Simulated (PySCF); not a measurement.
Species: C5H9ClSSi.
Z-matrix (Å and degrees, GFN2-xTB geometry), rows numbered from 1:
```
C 
C   1  1.5265
C   2  1.5408  1  110.58
C   3  1.4953  2  111.26  1   171.34
C   4  1.3282  3  123.20  2    63.55
Cl  5  1.7296  4  121.14  3  -179.81
S   5  1.7637  4  124.59  3     1.68
Si  2  1.9060  1  111.86  3  -122.60
H   1  1.0889  2  110.63  3   -59.23
H   1  1.0874  2  110.52  3  -179.22
H   1  1.0875  2  110.73  3    60.80
H   2  1.0956  1  107.83  3   117.14
H   3  1.0949  2  108.82  1   -67.63
H   3  1.0912  2  109.63  1    50.36
H   4  1.0795  3  118.07  2  -114.32
H   8  1.4600  2  111.79  1  -100.48
H   8  1.4569  2  113.08  1    28.55
```

Computed at PBE0/pcSseg-1 (PySCF, non-relativistic), with Q(35Cl) = −0.0817 b, Q(33S) = −0.0678 b: Cl6, 35Cl (I = 3/2): χzz = -76.61 MHz, η = 0.084; S7, 33S (I = 3/2): χzz = 34.90 MHz, η = 0.982.

(1) Find the zero-field quadrupole resonance frequencies of 35Cl at Cl6.

(2) Where would the pure quadrupole (NQR) lines of 33S at S7 fall for the rigid, isolated species?

(3) Apply the simplest Townes–Dailey estimate (no s hybridisation, no π bonding), ionic character = 1 − χzz/χ0, where χ0 is the coupling for one missing p electron along the bond: −109.74 MHz for 35Cl.

## Answers

(1) From ν = (|χ|/2)√(1 + η²/3): ν = 38.35 MHz (vinyl chlorine). For 37Cl the ratio of quadrupole moments, 0.7881, gives 30.23 MHz.

(2) From ν = (|χ|/2)√(1 + η²/3): ν = 20.06 MHz (sulfur bonded to C and Si).

(3) Cl6 on C5: 1 − (-76.61)/(-109.74) = 0.30. In this model a purely covalent bond gives χ0 and a free halide ion gives zero; s hybridisation or π bonding, where present, is counted here as ionic character.

In a crystal, neighbours and librations shift these lines. GFN2-xTB bond lengths can be off by several hundredths of an ångström, more for odd bonds, and the gradients follow them. With a basis this small, the couplings can be 20 % off.

One conformer stands for the species.
